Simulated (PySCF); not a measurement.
Si(OSiH3)(H)(NHSiH3)2 (H₁₂N₂OSi₄), SMILES O([SiH](N[SiH3])N[SiH3])[SiH3].

The structure is a stationary point at PBE-D3(BJ)/def2-SVP. Other conformers were not sampled.

These are PBE-D3(BJ)/def2-SVP run with PySCF 2.14.0 values and carry that method's errors.

Frequencies are harmonic and unscaled.

```tsv
mode	ν (cm⁻¹)	IR (km/mol)	moving atoms (share of kinetic energy)
1	38	0.4	Si 61 %, H 24 %, N 13 %
2	48	0.4	Si 71 %, H 20 %
3	61	0.5	Si 71 %, H 18 %, O 8 %
4	72	0.6	H 73 %, N 11 %, O 9 %
5	87	0.7	H 55 %, N 22 %, Si 14 %, O 9 %
6	97	0.6	H 34 %, Si 30 %, N 21 %, O 15 %
7	132	1.4	N 33 %, H 32 %, Si 25 %, O 10 %
8	144	1.2	H 72 %, O 15 %, Si 9 %
9	152	1.3	H 74 %, N 12 %
10	263	29.2	H 44 %, O 22 %, Si 20 %, N 14 %
11	289	18.3	N 35 %, Si 31 %, H 27 %
12	341	26.5	H 55 %, N 24 %, Si 15 %
13	363	38.5	H 69 %, Si 16 %, N 8 %
14	428	65.5	Si 41 %, N 28 %, H 23 %, O 9 %
15	570	1.8	Si 46 %, H 21 %, N 20 %, O 12 %
16	611	26.3	H 58 %, Si 32 %, N 9 %
17	628	8.2	H 46 %, Si 42 %
18	685	5.1	H 86 %, Si 9 %
19	688	21.2	H 85 %, Si 9 %
20	697	19.8	H 83 %, Si 10 %
21	712	2.4	H 71 %, N 17 %, Si 10 %
22	715	48.0	H 75 %, O 10 %, Si 9 %
23	736	24.3	H 64 %, N 22 %, Si 10 %
24	833	413.8	H 61 %, Si 21 %, N 17 %
25	852	436.8	H 68 %, Si 19 %, N 12 %
26	886	106.0	H 44 %, N 36 %, Si 19 %
27	895	138.4	H 41 %, N 38 %, Si 20 %
28	903	49.8	H 95 %
29	905	66.2	H 95 %
30	916	107.7	H 95 %
31	917	102.4	H 95 %
32	925	19.6	H 94 %
33	926	38.5	H 95 %
34	953	90.6	H 77 %, Si 10 %
35	962	318.2	H 85 %, Si 13 %
36	968	65.7	H 81 %, Si 11 %
37	1018	259.6	O 66 %, H 18 %, Si 15 %
38	1126	161.5	H 62 %, N 34 %
39	1132	195.0	H 62 %, N 34 %
40	2141	121.1	H 97 %
41	2157	99.3	H 97 %
42	2158	113.3	H 96 %
43	2162	62.6	H 98 %
44	2163	25.9	H 97 %
45	2166	177.6	H 97 %
46	2169	126.6	H 96 %
47	2173	151.7	H 96 %
48	2191	133.7	H 96 %
49	2194	139.4	H 97 %
50	3521	31.9	H 93 %
51	3523	34.6	H 93 %
```
